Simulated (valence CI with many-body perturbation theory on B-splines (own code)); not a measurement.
## Level structure of Mn XIII

Calculated by valence CI with perturbative core correlation (CI+MBPT): three valence electrons over a frozen Dirac-Fock core [Ne], radial functions for each j: 11 s, 11 p, 10 d, 8 f, 5 g, 2 h, with the one-electron correlation potential Σ1, the two-electron term Σ2, the three-electron term Σ3, Breit, model QED; selected CI, second order for the rest, scaled by the run's own slope (own B-spline code, finite nucleus).

No measured levels were compared; by estimate levels of excited configurations hold to 0.05 to 0.15 % of their energy, terms of the ground configuration to about 0.5 %.

Levels 91 to 135 of 156, with energies above the lowest level, 3s²3p ²P°_1/2. "Leading %" is the weight of the configuration and term that name the level; weights of strongly mixed levels are sums over their largest components and can fall short, so below about 35 % the name and the second component can differ from the true leading terms, or belong to a minority configuration. In the jj column 3d3/2^4 stands for four electrons in 3d with j = 3/2.

| No. | Configuration | Term | J | E (cm⁻¹) | Leading % | g | Leading jj |
| --- | --- | --- | --- | --- | --- | --- | --- |
| 91 | 3p3d² | ²D° | 3/2 | 1304300 | 89 | 0.820 | 3p1/2 3d3/2 3d5/2 (52 %) |
| 92 | 3p3d² | ²F° | 7/2 | 1304800 | 95 | 1.147 | 3p3/2 3d3/2 3d5/2 (34 %) |
| 93 | 3p3d² | ²D° | 5/2 | 1308600 | 67 | 1.137 | 3p3/2 3d5/2^2 (46 %) |
| 94 | 3p3d² | ⁴D° | 1/2 | 1317500 | 95 | 0.104 | 3p1/2 3d3/2 3d5/2 (42 %) |
| 95 | 3p3d² | ²S° | 1/2 | 1320100 | 80 | 2.023 | 3p1/2 3d3/2 3d5/2 (37 %) |
| 96 | 3p3d² | ⁴D° | 3/2 | 1320500 | 89 | 1.172 | 3p1/2 3d3/2 3d5/2 (40 %) |
| 97 | 3p3d² | ⁴D° | 5/2 | 1323700 | 66 | 1.281 | 3p3/2 3d3/2 3d5/2 (40 %) |
| 98 | 3p3d² | ⁴D° | 7/2 | 1325000 | 50 | 1.317 | 3p3/2 3d5/2^2 (29 %) |
| 99 | 3p3d² | ⁴F° | 3/2 | 1325300 | 95 | 0.430 | 3p1/2 3d3/2^2 (36 %) |
| 100 | 3p3d² | ⁴F° | 5/2 | 1327200 | 75 | 1.112 | 3p1/2 3d3/2 3d5/2 (28 %) |
| 101 | 3p3d² | ⁴F° | 9/2 | 1327700 | 47 | 1.206 | 3p1/2 3d3/2 3d5/2 (46 %) |
| 102 | 3p3d² | ⁴D° | 7/2 | 1329900 | 44 | 1.237 | 3p3/2 3d3/2 3d5/2 (64 %) |
| 103 | 3p3d² | ²G° | 7/2 | 1332400 | 70 | 0.999 | 3p3/2 3d3/2 3d5/2 (56 %) |
| 104 | 3p3d² | ⁴F° | 9/2 | 1333600 | 51 | 1.201 | 3p3/2 3d5/2^2 (65 %) |
| 105 | 3p3d² | ⁴P° | 3/2 | 1338300 | 96 | 1.720 | 3p1/2 3d3/2 3d5/2 (23 %) |
| 106 | 3p3d² | ⁴P° | 1/2 | 1339200 | 82 | 2.537 | 3p3/2 3d3/2 3d5/2 (55 %) |
| 107 | 3p3d² | ⁴P° | 5/2 | 1343700 | 95 | 1.588 | 3p3/2 3d3/2 3d5/2 (62 %) |
| 108 | 3p3d² | ²H° | 9/2 | 1348000 | 82 | 0.944 | 3p3/2 3d3/2 3d5/2 (34 %) |
| 109 | 3p3d² | ²H° | 11/2 | 1356800 | 99 | 1.090 | 3p3/2 3d3/2 3d5/2 (78 %) |
| 110 | 3p3d² | ⁴D° | 7/2 | 1358900 | 97 | 1.424 | 3p3/2 3d5/2^2 (33 %) |
| 111 | 3s²4p | ²P° | 1/2 | 1358900 | 94 | 0.664 | 3s^2 4p1/2 (94 %) |
| 112 | 3p3d² | ⁴D° | 5/2 | 1359100 | 96 | 1.368 | 3p3/2 3d3/2 3d5/2 (57 %) |
| 113 | 3p3d² | ⁴D° | 3/2 | 1359300 | 96 | 1.196 | 3p3/2 3d3/2 3d5/2 (40 %) |
| 114 | 3p3d² | ⁴D° | 1/2 | 1359700 | 98 | 0.011 | 3p3/2 3d3/2^2 (64 %) |
| 115 | 3s²4p | ²P° | 3/2 | 1364300 | 94 | 1.334 | 3s^2 4p3/2 (94 %) |
| 116 | 3p3d² | ²P° | 3/2 | 1370100 | 94 | 1.319 | 3p1/2 3d5/2^2 (30 %) |
| 117 | 3p3d² | ²P° | 1/2 | 1375900 | 97 | 0.656 | 3p3/2 3d5/2^2 (57 %) |
| 118 | 3p3d² | ⁴S° | 3/2 | 1389500 | 97 | 1.995 | 3p3/2 3d3/2 3d5/2 (43 %) |
| 119 | 3p3d² | ²F° | 5/2 | 1393900 | 95 | 0.869 | 3p3/2 3d3/2 3d5/2 (39 %) |
| 120 | 3p3d² | ²F° | 7/2 | 1395600 | 98 | 1.141 | 3p3/2 3d3/2 3d5/2 (42 %) |
| 121 | 3p3d² | ²D° | 3/2 | 1409000 | 93 | 0.820 | 3p3/2 3d3/2 3d5/2 (40 %) |
| 122 | 3p3d² | ²D° | 5/2 | 1413300 | 94 | 1.186 | 3p3/2 3d5/2^2 (47 %) |
| 123 | 3p3d² | ²P° | 1/2 | 1416500 | 96 | 0.665 | 3p1/2 3d3/2^2 (36 %) |
| 124 | 3p3d² | ²P° | 3/2 | 1426600 | 94 | 1.323 | 3p3/2 3d5/2^2 (70 %) |
| 125 | 3p3d² | ²F° | 7/2 | 1428500 | 79 | 1.095 | 3p1/2 3d3/2 3d5/2 (50 %) |
| 126 | 3p3d² | ²F° | 5/2 | 1433800 | 97 | 0.858 | 3p3/2 3d3/2 3d5/2 (69 %) |
| 127 | 3p3d² | ²G° | 9/2 | 1436800 | 98 | 1.111 | 3p3/2 3d3/2 3d5/2 (60 %) |
| 128 | 3p3d² | ²G° | 7/2 | 1439700 | 80 | 0.936 | 3p3/2 3d3/2 3d5/2 (45 %) |
| 129 | 3s3p4s | ⁴P° | 1/2 | 1471000 | 98 | 2.650 | 3s 3p1/2 4s (92 %) |
| 130 | 3p3d² | ²D° | 5/2 | 1471800 | 96 | 1.200 | 3p3/2 3d3/2 3d5/2 (35 %) |
| 131 | 3p3d² | ²D° | 3/2 | 1472500 | 95 | 0.807 | 3p3/2 3d3/2 3d5/2 (44 %) |
| 132 | 3s3p4s | ⁴P° | 3/2 | 1475700 | 96 | 1.724 | 3s 3p1/2 4s (66 %) |
| 133 | 3s3p4s | ⁴P° | 5/2 | 1485600 | 98 | 1.601 | 3s 3p3/2 4s (98 %) |
| 134 | 3p3d² | ²P° | 1/2 | 1488800 | 78 | 0.670 | 3p3/2 3d3/2 3d5/2 (46 %) |
| 135 | 3p3d² | ²P° | 3/2 | 1491200 | 87 | 1.329 | 3p3/2 3d5/2^2 (34 %) |

Names give the largest LS component (configuration and term), which can be under half, so a name can repeat, a term be missing and a line seem to break the LS rules; names also repeat where a configuration has a term twice.

Where two levels of one J and parity lie close, their mixing, g and order are uncertain.
